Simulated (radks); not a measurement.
The numbers below are computed, except where a source is named.
Question: The oxygen anion O2-, [Ne], held by a Watson sphere: a shell of charge +2 at radius R that stands for the Madelung well of a crystal (potential energy -2/R inside, -2/r outside, in hartree with lengths in bohr). Level of theory: non-relativistic Kohn-Sham, PBE, spin-polarised, spherical densities, point nucleus (a radial shooting solver on a logarithmic mesh with Libxc functionals). Response by self-consistent Sternheimer equations with the Hartree and adiabatic LDA kernel. The sphere does not respond.

| R (bohr) | e(1s) (eV) | e(2s) (eV) | e(2p) (eV) | <r> 2p (bohr) | sum of <r^2> (bohr^2) | X-ray form factor at sin(theta)/lambda = 0.3 1/angstrom | alpha (bohr^3) |
|---|---|---|---|---|---|---|---|
| 1.58 | -507.89 | -24.166 | -9.359 | 1.385 | 18.71 | 4.333 | 9.694 |
| 2 | -508.10 | -22.023 | -7.718 | 1.491 | 21.70 | 4.153 | 14.86 |
| 2.39 | -507.88 | -20.481 | -6.424 | 1.580 | 24.44 | 4.080 | 21.89 |
| 2.98 | -507.29 | -18.813 | -4.895 | 1.700 | 28.69 | 4.047 | 38.45 |
| 3.79 | -506.50 | -17.393 | -3.461 | 1.849 | 35.06 | 4.047 | 80.12 |
| 3.89 | -506.42 | -17.265 | -3.324 | 1.867 | 35.91 | 4.047 | 87.50 |
| 3.93 | -506.39 | -17.216 | -3.272 | 1.874 | 36.26 | 4.048 | 90.63 |

Estimate the row for R = 2.91 bohr.

Answer: e(1s) (eV) -507.36; e(2s) (eV) -18.977; e(2p) (eV) -5.052; <r> 2p (bohr) 1.686; sum of <r^2> (bohr^2) 28.18; X-ray form factor at sin(theta)/lambda = 0.3 1/angstrom 4.048; alpha (bohr^3) 36.02.
